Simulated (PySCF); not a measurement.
Cartesian coordinates (Å):
```xyz
10

Nb    -0.0197     0.1587    -0.8024
Cl     0.6329    -0.5040     1.4914
O     -0.4982     0.6420    -2.5372
H     -0.7158     0.8618    -3.4574
O      0.2233     1.9370    -0.1584
H      0.4935     2.0659     0.7726
O     -1.6482    -0.7486    -0.3997
H     -1.7453    -1.1531     0.4856
O      1.5062    -0.8648    -1.3213
H      2.0287    -1.2930    -0.6136
```
Charge 0, multiplicity 1.

**Question.** Give the total energy, HOMO and charge on the central atom (Mulliken) at the level TPSSh-D3(BJ)/def2-TZVP // BP86-D3(BJ)/def2-SVP (PySCF 2.14.0).

**Answer.** 
- total energy = -820.9085 Ha
- HOMO = -7.65 eV
- charge on the central atom (Mulliken) = 1.81 e
